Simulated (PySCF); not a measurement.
# Nuclear quadrupole coupling in `C#C[SiH2][C@H]1CN1C=C`

Species: C₆H₉NSi.
Structure used (GFN2-xTB), in Å, numbered top down from 1:
```xyz
17
C6H9NSi angstrom
C     -1.6719    2.0877    2.4548
C     -1.7830    1.3160    1.5393
Si    -1.9525    0.1266    0.1323
C     -0.2970   -0.7809   -0.0051
C     -0.0276   -1.7427   -1.1074
N      0.5181   -0.4220   -1.1407
C      1.8622   -0.1139   -1.0621
C      2.3912    0.6970   -0.1549
H     -1.5733    2.7645    3.2549
H     -2.2211    0.8471   -1.1127
H     -3.0127   -0.8372    0.4629
H      0.2483   -0.9778    0.9184
H      0.6376   -2.5801   -0.9183
H     -0.7989   -1.9478   -1.8403
H      2.4529   -0.5235   -1.8736
H      3.4256    0.9830   -0.1959
H      1.7953    1.1160    0.6383
```

Field gradients from the PBE0/pcSseg-1 density (PySCF, non-relativistic), principal values in atomic units, ordered |Vxx| ≤ |Vyy| ≤ |Vzz|:

```
atom     Vxx     Vyy      Vzz
  N6  0.1953  0.7897  -0.9850
```

Find the asymmetry η = (Vxx − Vyy)/Vzz and the couplings χ = eQV/h (234.96 MHz × Q in barn × V in au), with Q(14N) = 0.02044 b.

| atom | environment | nucleus | η | χzz (MHz) | χxx (MHz) | χyy (MHz) |
| --- | --- | --- | --- | --- | --- | --- |
| N6 | enamine nitrogen | 14N | 0.60 | -4.730 | 0.938 | 3.793 |

The tensor is traceless: Vxx + Vyy + Vzz = 0.

What is Vzz at N6 in SI units (1 au = 9.71736 × 10²¹ V/m²)?

-0.9850 au = -9.571 × 10²¹ V/m².

And the gradient at the other heavy atoms, for which no coupling is worked out here?

```json
{"atom": "C1", "environment": "terminal alkyne carbon", "Vzz (au)": "-0.361", "η": "0.02"}
{"atom": "C2", "environment": "alkyne carbon", "Vzz (au)": "-0.353", "η": "0.01"}
{"atom": "Si3", "environment": "SiH2 silicon", "Vzz (au)": "0.327", "η": "0.58"}
{"atom": "C4", "environment": "sp3 carbon bound to nitrogen", "Vzz (au)": "0.248", "η": "0.58"}
{"atom": "C5", "environment": "sp3 carbon bound to nitrogen", "Vzz (au)": "0.233", "η": "0.48"}
{"atom": "C7", "environment": "vinylic carbon bearing nitrogen", "Vzz (au)": "-0.317", "η": "0.62"}
{"atom": "C8", "environment": "terminal =CH2 carbon", "Vzz (au)": "0.181", "η": "0.43"}
```

What couplings would deuterons (Q(2H) = 0.00286 b) have in place of the hydrogens, at this geometry?

```tsv
atom	bonded to	bond length (Å)	Vzz (au)	η	χzz (kHz)
H9	C1	1.053	0.3865	0.00	260
H10	Si3	1.463	0.1607	0.03	108
H11	Si3	1.470	0.1560	0.01	105
H12	C4	1.090	0.3056	0.06	205
H13	C5	1.086	0.3132	0.07	210
H14	C5	1.084	0.3171	0.06	213
H15	C7	1.084	0.3181	0.08	214
H16	C8	1.074	0.3463	0.07	233
H17	C8	1.077	0.3388	0.08	228
```

The structure is a single GFN2-xTB conformer in the gas phase; no vibrational or solvent corrections. GFN2-xTB bond lengths can be off by several hundredths of an ångström, more for odd bonds, and the gradients follow them. With a basis this small, the couplings can be 20 % off.

These values come from a run that also computed NMR shieldings. On one thread, Arm Neoverse N1 (aarch64), on a shared host, this took 50 s wall and 0.84 GiB of memory at its peak.
